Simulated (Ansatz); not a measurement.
A made-up structure of CH4OSe, singlet:

C1  (-0.775, 0.408, -0.343)
Se2  (1.451, -1.150, 0.432)
O3  (1.157, 0.417, -0.409)
H4  (-1.152, -0.501, -0.809)
H5  (-1.102, 1.276, -0.919)
H6  (-1.133, 0.498, 0.682)
H7  (1.613, -0.833, 1.899)
(Å)

It is relaxed with PBE-D4/def2-SVP and then PBE0-D4/def2-TZVP (Ansatz 0.2.0). Atoms count as bonded within 1.22 times the sum of their covalent radii (H–H: 0.88 Å). The end point is not checked to be a true minimum.

Q: Does its bonding change? (Judge from chemistry; the calculation decides.)

A: The calculation gives: Yes. Formed: C1–O3; broken: none.

Where it ends: The first stage lowers the energy by 1.73 eV in 7 steps. It ends as CH₄OSe ([CH3][O][SeH]):
```
7
angstrom
C -0.6328 0.3775 -0.3125
Se 1.5151 -1.1275 0.3607
O 0.7802 0.3394 -0.3617
H -1.0809 -0.5060 -0.7777
H -0.9322 1.2699 -0.8669
H -0.9966 0.4582 0.7182
H 1.4060 -0.6965 1.7722
```

Labels in which every atom is bracketed show which atoms are joined, not bond orders.

For scale, one of the runs: PBE0-D4/def2-TZVP relaxation, 134 basis functions, launched by `ansatz run in.yaml --threads 2 --pin off --events-out ev --progress --plain --max-ram 4352MiB`. The run took about 17 s on 2 CPU threads of an AMD EPYC 7R43 (shared host).
